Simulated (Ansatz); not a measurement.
AlH$_{3}$O$_{2}$S, SMILES `[OH][Al]([OH])[SH]`, 7 atoms. The species carries charge 0 and has multiplicity 1. Hardware: A = 2 threads of a server CPU on a shared host; B = 2 threads of an AMD EPYC 7R13 on a shared host and a share of an NVIDIA H100 80 GB. Correlated methods freeze the cores. Open-shell runs search over several starts.

Give the basis size and wall time and peak host memory of each of these runs in Ansatz. RKS PBE0-D4/def2-TZVP relaxation (6 steps) [A]; UKS PBE-D4/def2-TZVPP energy of the cation [A]; RKS ωB97M-V/def2-SVP energy [A]; RKS r2SCAN-D4/def2-TZVPP energy and forces [A]; RKS ωB97M-V/def2-QZVPP energy [B]; RKS BLYP-D4/def2-TZVPP energy [A]; RKS PBE-QIDH (frozen core)/def2-TZVPP energy [A]; direct RPA on PBE orbitals/def2-TZVPP energy [A]; RHF-CCSD(T)/cc-pV(Q+d)Z energy [B]; UKS r2SCAN-D4/def2-TZVPP energy of the cation [A]; RHF-CCSD(T)/def2-SVP energy [A]; RHF-CCSD(T)/cc-pV(D+d)Z energy [A]. (Best estimate.)

Ansatz gave: Other jobs shared the machine, so times are rough.

```json
{"level": "RKS BLYP-D4/def2-TZVPP", "job": "energy [A]", "functions": "188", "wall time": "4.2 s", "peak host memory (GiB)": "0.44"}
{"level": "RHF-CCSD(T)/def2-SVP", "job": "energy [A]", "functions": "79", "wall time": "4.4 s", "peak host memory (GiB)": "0.44"}
{"level": "RKS ωB97M-V/def2-SVP", "job": "energy [A]", "functions": "79", "wall time": "6.5 s", "peak host memory (GiB)": "0.44"}
{"level": "RHF-CCSD(T)/cc-pV(D+d)Z", "job": "energy [A]", "functions": "89", "wall time": "6.5 s", "peak host memory (GiB)": "0.44"}
{"level": "RHF-CCSD(T)/cc-pV(Q+d)Z", "job": "energy [B]", "functions": "328", "wall time": "7.5 s", "peak host memory (GiB)": "0.88"}
{"level": "RKS r2SCAN-D4/def2-TZVPP", "job": "energy and forces [A]", "functions": "188", "wall time": "8 s", "peak host memory (GiB)": "0.44"}
{"level": "RKS ωB97M-V/def2-QZVPP", "job": "energy [B]", "functions": "344", "wall time": "10 s", "peak host memory (GiB)": "0.92"}
{"level": "direct RPA on PBE orbitals/def2-TZVPP", "job": "energy [A]", "functions": "188", "wall time": "11 s", "peak host memory (GiB)": "0.44"}
{"level": "RKS PBE-QIDH (frozen core)/def2-TZVPP", "job": "energy [A]", "functions": "188", "wall time": "11 s", "peak host memory (GiB)": "0.44"}
{"level": "UKS PBE-D4/def2-TZVPP", "job": "energy of the cation [A]", "functions": "188", "wall time": "30 s", "peak host memory (GiB)": "0.47"}
{"level": "UKS r2SCAN-D4/def2-TZVPP", "job": "energy of the cation [A]", "functions": "188", "wall time": "30 s", "peak host memory (GiB)": "0.44"}
{"level": "RKS PBE0-D4/def2-TZVP", "job": "relaxation (6 steps) [A]", "functions": "154", "wall time": "41 s", "peak host memory (GiB)": "0.44"}
```
